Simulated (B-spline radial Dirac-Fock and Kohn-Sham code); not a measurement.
Ionisation energies of lead ions, computed and tabulated

Method: multi-electron Dirac-Fock with separately optimised hole states, Breit and Lamb-shift corrections added in first order. Computed with a radial finite-basis atomic code. Each value is the difference of the configuration-average energies of two neighbouring ions in their tabulated ground configurations. Correlation energy is missing from these numbers. NIST's values refer to the lowest levels; many for high charge states are themselves semi-empirical or theoretical. Where a p, d or f shell is open in either ion the computed value averages over both j values and all terms, while the table refers to the lowest levels; that difference holds spin-orbit splitting (largest in heavy or highly charged ions), term energies where several electrons share open shells, and correlation, and it can reach 10 % or more.

```tsv
ion	configuration	computed (eV)	NIST (eV)	kind	NIST − computed (eV)
Pb³⁰⁺	[Kr] 4d10 4f6	1098.6	1120 ± 60	theoretical	+21.45
Pb³¹⁺	[Kr] 4d10 4f5	1156.5	1180 ± 60	theoretical	+23.53
Pb³²⁺	[Kr] 4d10 4f4	1215.5	1240 ± 60	theoretical	+24.53
Pb³³⁺	[Kr] 4d10 4f3	1275.5	1300 ± 60	theoretical	+24.46
Pb³⁴⁺	[Kr] 4d10 4f2	1336.7	1360 ± 60	theoretical	+23.33
Pb³⁵⁺	[Kr] 4d10 4f1	1398.9	1430 ± 70	theoretical	+31.14
Pb³⁶⁺	[Kr] 4d10	1715.3	1704 ± 5	theoretical	-11.28
Pb³⁷⁺	[Kr] 4d9	1774.7	1760 ± 4	theoretical	-14.70
Pb³⁸⁺	[Kr] 4d8	1834.8	1819 ± 4	theoretical	-15.76
```

Q: Where in this range is the largest relative jump, and why?

A: From Pb³⁵⁺ (1398.9 eV) to Pb³⁶⁺ (1715.3 eV), a factor of 1.23. The configuration goes from [Kr] 4d10 4f1 to [Kr] 4d10, so the next electron comes out of a deeper subshell.
